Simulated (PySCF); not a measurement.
## Correlation energy of Br⁺ (bromine, charge +1)

Starting occupation: [Ar] 3d10 4s2 4p3 5s1, 4p3/2 with m_j = -1/2, +1/2, +3/2, 5s1/2 with m_j = +1/2. Calculation: PySCF 2.14, in x2c-TZVPall-2c with one added diffuse shell each of s, p, d type (7s8p5d1f, 63 functions); X2C-1e with screened-nucleus spin-orbit coupling, Gaussian nucleus. Frozen: [Ne]; 24 electrons correlated.

MP2 pair energies summed by pair of shells (mhartree):

```tsv
pair	energy	share (%)
3d-3d	-88.04	24.9
3d-3p	-73.65	20.9
4p-4s	-52.29	14.8
3p-3p	-24.27	6.9
3d-4p	-17.68	5.0
4p-4p	-17.64	5.0
3d-3s	-17.34	4.9
3d-4s	-13.82	3.9
3p-3s	-10.27	2.9
4p-5s	-9.92	2.8
4s-4s	-8.91	2.5
4s-5s	-6.59	1.9
3p-4p	-4.37	1.2
3p-4s	-3.96	1.1
3s-3s	-1.25	0.4
3d-5s	-1.21	0.3
3s-4p	-0.91	0.3
3s-4s	-0.64	0.2
3p-5s	-0.28	0.1
3s-5s	-0.05	0.0
```

Total MP2 correlation energy: -353.08 mhartree.

The GHF reference relaxed away from the jj start to a determinant that is no pure jj level (⟨S²⟩ = 5.97, ⟨J²⟩ = 6.00); the energies belong to that determinant.

This basis was not built for core-valence correlation, so the inner-shell part is incomplete.
